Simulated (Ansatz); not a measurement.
Cartesian coordinates (Å):
SMILES: [SiH3]/C(C)=C/Cl
```xyz
12

C      0.8824    -1.1946    -0.2295
C      0.2208     0.1263     0.0266
Si    -1.6436     0.1997     0.0274
C      0.8710     1.2570     0.2548
Cl     2.6003     1.4180     0.2993
H      0.5848    -1.5893    -1.2034
H      0.5722    -1.9292     0.5167
H      1.9672    -1.1205    -0.2069
H     -2.1841    -0.7087     1.0637
H     -2.0861     1.5838     0.2976
H     -2.1668    -0.2449    -1.2841
H      0.3818     2.2022     0.4379
```
Charge 0, multiplicity 1.

The numbers are results of frozen-core CCSD(T)/cc-pVTZ // CAM-B3LYP-D3(BJ)/def2-TZVP (Ansatz, a first-principles code), not measurements.

```yaml
HF energy: -866.16237 Ha
MP2 correlation energy: -0.81590 Ha
```

Q: Estimate the CCSD correlation energy, the (T) correction, the total energy and the T1 diagnostic.

A: 
```
Item                            Result
-----------------------  -------------
CCSD correlation energy    -0.87372 Ha
(T) correction             -0.03847 Ha
CCSD(T) total energy     -867.07456 Ha
T1 diagnostic                    0.011
```
